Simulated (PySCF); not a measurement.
**ORD: `C[C@H](CC#N)[C@H](F)Cl`, C5H7ClFN**

Geometry (Å), atoms numbered from 1 in this order:
```xyz
15

C    -0.532   -1.366   -0.811
C     0.095   -0.033   -0.413
C     1.001   -0.213    0.820
C     1.715    0.999    1.130
N     2.274    1.970    1.356
C    -0.978    1.006   -0.087
F    -1.805    0.544    0.891
Cl   -1.972    1.379   -1.519
H    -1.166   -1.237   -1.684
H    -1.139   -1.757    0.004
H     0.242   -2.090   -1.051
H     0.687    0.362   -1.244
H     0.397   -0.499    1.686
H     1.729   -1.005    0.628
H    -0.551    1.950    0.271
```

Method: TDDFT wB97X-D/def2-SVPD circular dichroism and optical rotation, one conformer, gas phase in PySCF. Geometry: GFN2-xTB.

The molecule is flexible and this is one conformer; a measurement averages over conformers.

Stereocentres: C2 R, C6 R.

Task: What is the specific rotation at 633, 589.3, 546, 436, 405, 365, 355 nm?

Result: [α] in deg dm⁻¹ (g/mL)⁻¹:
| λ (nm) | origin-invariant length gauge | modified velocity gauge | length gauge (centre of mass) | isotropic polarisability (au) |
| --- | --- | --- | --- | --- |
| 633 | -48.9 | -45.4 | -48.7 | 78.2 |
| 589.3 | -56.9 | -52.8 | -56.7 | 78.5 |
| 546 | -67.0 | -62.1 | -66.7 | 78.7 |
| 436 | -109.5 | -101.5 | -109.0 | 79.9 |
| 405 | -129.2 | -119.9 | -128.7 | 80.4 |
| 365 | -164.3 | -152.4 | -163.6 | 81.3 |
| 355 | -175.4 | -162.8 | -174.6 | 81.6 |

Task: And for the mirror image at 589.3 nm?

Result: +56.9 deg dm⁻¹ (g/mL)⁻¹ (origin-invariant length gauge): the same size and the opposite sign.

Task: What is the molar rotation [Φ] = [α]·M/100 of the geometry above at 589.3 nm?

Result: With M = 135.57 g/mol, -77.2 deg cm² dmol⁻¹ (origin-invariant length gauge).

The first excitation lies at 7.58 eV (164 nm) with R = -0.8 × 10⁻⁴⁰ esu² cm² (velocity form).
